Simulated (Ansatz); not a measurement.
A CCSD(T) single point on C$_{2}$H$_{7}$BO$_{2}$, SMILES `OBCCO`.

```yaml
crystal:
  periodic: [false, false, false]
  atoms:
    - {symbol: O, position_ang: [-2.111468, 1.316577, -0.275788]}
    - {symbol: B, position_ang: [-1.340846, 0.328005, 0.238711]}
    - {symbol: C, position_ang: [-0.013152, -0.059862, -0.491671]}
    - {symbol: C, position_ang: [1.128477, -0.457276, 0.426753]}
    - {symbol: O, position_ang: [2.238192, -1.003809, -0.257096]}
    - {symbol: H, position_ang: [-2.923411, 1.459559, 0.215935]}
    - {symbol: H, position_ang: [-1.709652, -0.247059, 1.233221]}
    - {symbol: H, position_ang: [-0.254904, -0.931211, -1.120092]}
    - {symbol: H, position_ang: [0.295895, 0.737248, -1.178559]}
    - {symbol: H, position_ang: [0.800254, -1.235497, 1.120085]}
    - {symbol: H, position_ang: [1.440078, 0.403333, 1.036316]}
    - {symbol: H, position_ang: [2.527335, -0.365207, -0.913815]}
basis:
  gaussian: {orbitals: def2-TZVPP}
correlation: {method: ccsd_t}
```

```sh
$ ansatz run in.yaml --threads 4 --pin off --events-out ev --progress --plain --max-ram 10444MiB
```

Output of Ansatz, abridged:

```
Functional definition: HF
1524 factors; integrals over basis functions are off by at most 8.1e-4 eV
mean field evaluation 1: about -6916.9535 eV, gradient 4.7e1 eV
mean field evaluation 2: about -6917.1683 eV, gradient 4.7e1 eV
mean field evaluation 4: about -6921.7880 eV, gradient 4.5e0 eV
mean field evaluation 8: about -6921.8560 eV, gradient 2.5e-1 eV
mean field -6921.85626491 eV, -254.3735259329 hartree, gradient 8.6e-7 eV, S^2 0.000000; 0 other end points of the search recorded, 0 dependent functions left out
5 core orbitals not correlated: weight in the atoms' cores, before any rotation towards them, 1.000 or more for the frozen orbitals, at most 0.000 for the correlated occupied ones
reference -6921.85626491 eV, -254.3735259329 hartree; 15, 15 occupied and 233, 233 virtual orbitals, 1524 factors
second order -25.25995821 eV of doubles, -0.00000000 eV of singles
cycle   1  -25.56110234 eV  change   -3.0e-1 eV  update   1.0e-1
cycle   2  -26.12107237 eV  change   -5.6e-1 eV  update   2.8e-2
cycle   3  -26.24638669 eV  change   -1.3e-1 eV  update   1.5e-2
cycle   4  -26.23378320 eV  change    1.3e-2 eV  update   3.7e-3
cycle   5  -26.23326545 eV  change    5.2e-4 eV  update   1.9e-3
cycle   6  -26.23396639 eV  change   -7.0e-4 eV  update   5.9e-4
cycle   7  -26.23367693 eV  change    2.9e-4 eV  update   2.2e-4
cycle   8  -26.23358143 eV  change    9.6e-5 eV  update   7.1e-5
cycle   9  -26.23359447 eV  change   -1.3e-5 eV  update   2.6e-5
perturbative correction -0.96596110 eV, -0.0354984156 hartree
Total energy: -6949.05582048 eV, -255.3730911634 hartree
```

Run time 2.4 min (4 threads of an Arm Neoverse V1 on a shared host); peak host memory 6 GiB.

MP2 recovers 92.9 % of the CCSD(T) correlation energy and the triples give 3.6 %; T1 = 0.0117.
